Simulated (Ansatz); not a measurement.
Cost and result for the atomization energy of C₃H₉FSi (`C[SiH2]C(C)F`) (14 atoms, 13 bonds).

| atom | x (Å) | y (Å) | z (Å) |
| --- | --- | --- | --- |
| C1 | 1.764 | -0.588 | -0.596 |
| Si2 | 0.404 | 0.647 | -0.927 |
| C3 | -1.208 | 0.111 | -0.067 |
| C4 | -1.120 | 0.005 | 1.437 |
| F5 | -1.565 | -1.146 | -0.586 |
| H6 | 1.453 | -1.585 | -0.916 |
| H7 | 2.671 | -0.322 | -1.144 |
| H8 | 2.013 | -0.631 | 0.466 |
| H9 | 0.764 | 1.997 | -0.405 |
| H10 | 0.139 | 0.763 | -2.386 |
| H11 | -2.018 | 0.798 | -0.341 |
| H12 | -2.067 | -0.345 | 1.855 |
| H13 | -0.334 | -0.690 | 1.741 |
| H14 | -0.897 | 0.984 | 1.869 |

Total charge 0; spin multiplicity 1. All single points use the PBE0-D4/def2-TZVP geometry. It is one conformer, not always the lowest. Program: Ansatz. All runs use 4 threads of an Arm Neoverse V2 on a shared host. Times are those of one run each, without the atoms' runs, and a repeat can differ threefold. Electronic energies, without spin–orbit coupling; frozen cores. CCSD(T)/CBS adds CCSD(T) − MP2 in def2-TZVPP to the MP2 limit, and its time is that of the two runs behind it. T1 = 0.011. B3LYP takes the VWN-RPA correlation (the form of Gaussian; ORCA's B3LYP/G). HSE06 is the plane-wave form, built on full-range PBE exchange.

CCSD(T)/CBS is a level of theory with its own doubt, some kJ/mol a heavy atom from the limit and from the frozen cores, so smaller differences don't rank the functionals.

```csv
level,functions,wall time
revPBE-D4/def2-TZVPP,292,2.4 s
BLYP-D4/def2-TZVPP,292,2.6 s
PBE-D4/def2-TZVPP (with forces),292,2.9 s
HSE06-D4/def2-TZVPP,292,3.8 s
B3LYP-D4/def2-TZVPP (with forces),292,6 s
r2SCANh-D4/def2-TZVPP,292,6 s
PBE-QIDH/def2-TZVPP,292,7 s
CCSD(T)/def2-SVP,119,8 s
ωB97X-V/def2-TZVPP,292,9 s
ωB97M-V/def2-TZVPP (with forces),292,13 s
MP2/def2-QZVPP,568,30 s
CCSD(T)/def2-TZVPP,292,5 min
CCSD(T)/CBS(def2),–,5.5 min
```

Q: What atomization energy does each give, and how far from CCSD(T)/CBS? (An estimate is asked.)

A: The calculation gave: 
| level | atomization (kJ/mol) | difference from CCSD(T)/CBS | per bond |
| --- | --- | --- | --- |
| revPBE-D4/def2-TZVPP | 5105.0 | -43.8 | -3.4 |
| BLYP-D4/def2-TZVPP | 5120.2 | -28.6 | -2.2 |
| PBE-D4/def2-TZVPP (with forces) | 5210.5 | 61.7 | 4.7 |
| HSE06-D4/def2-TZVPP | 5154.6 | 5.8 | 0.5 |
| B3LYP-D4/def2-TZVPP (with forces) | 5149.3 | 0.5 | 0.0 |
| r2SCANh-D4/def2-TZVPP | 5135.0 | -13.8 | -1.1 |
| PBE-QIDH/def2-TZVPP | 5119.3 | -29.5 | -2.3 |
| CCSD(T)/def2-SVP | 4904.1 | -244.7 | -18.8 |
| ωB97X-V/def2-TZVPP | 5164.8 | 16.0 | 1.2 |
| ωB97M-V/def2-TZVPP (with forces) | 5161.6 | 12.8 | 1.0 |
| MP2/def2-QZVPP | 5139.5 | -9.3 | -0.7 |
| CCSD(T)/def2-TZVPP | 5033.0 | -115.8 | -8.9 |
| CCSD(T)/CBS(def2) | 5148.8 | 0.0 | 0.0 |

Leaving LDA and LC-ωPBE aside and taking each functional with its dispersion term where it has one, the values, not all of them listed here, spread over 171.1 kJ/mol, from BHLYP-D4 to PBE-D4. LDA lies +631.1 kJ/mol from PBE without D4, its usual overbinding. At CCSD(T), def2-SVP lies −244.6 kJ/mol from the extrapolated value and def2-TZVPP −115.8 kJ/mol: correlation converges slowly with the basis, and small sets miss more of it in the bonded molecule than in its fragments. The D4 term adds +41.6 kJ/mol with B3LYP and +22.1 kJ/mol with PBE0; it sums over pairs of atoms, weighted by their polarisabilities, and B3LYP, whose exchange is more repulsive, gets the larger term.
